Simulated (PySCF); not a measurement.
## Radial density of Mn²⁺ (manganese, charge +2)

wB97M-V, [Ar] 3d5, high-spin 6S determinant. Computed with PySCF 2.14 in aug-cc-pwCVTZ-DK (10s9p7d4f3g, 127 functions), with the spin-free X2C one-electron Hamiltonian (Gaussian nucleus).

```tsv
r (bohr)	4πr²ρ (e/bohr)	4πr²(ρα − ρβ)
0.00108	0.2152	0.0000
0.00182	0.5447	0.0000
0.00306	1.350	-0.0001
0.00515	3.226	-0.0001
0.00867	7.252	-0.0004
0.0146	14.62	-0.0009
0.0245	24.45	-0.0020
0.0413	30.09	-0.0037
0.0694	25.40	-0.0048
0.117	24.81	0.0176
0.196	33.21	0.2683
0.330	18.76	1.4479
0.555	12.73	3.6801
0.934	12.81	3.9789
1.57	3.147	1.6935
2.64	0.2602	0.2327
4.45	0.005046	0.0050
7.48	1.034e-05	0.0000
```

Densities and radii are taken from the X2C orbitals without a picture-change correction, which distorts them close to the nucleus.

Where is the radial spin density 4πr²(ρα − ρβ) most negative, and why is it negative at all?

Around r = 0.0694 bohr, down to -0.0048 e/bohr: exchange with the open shell polarises the paired shells in an unrestricted calculation.
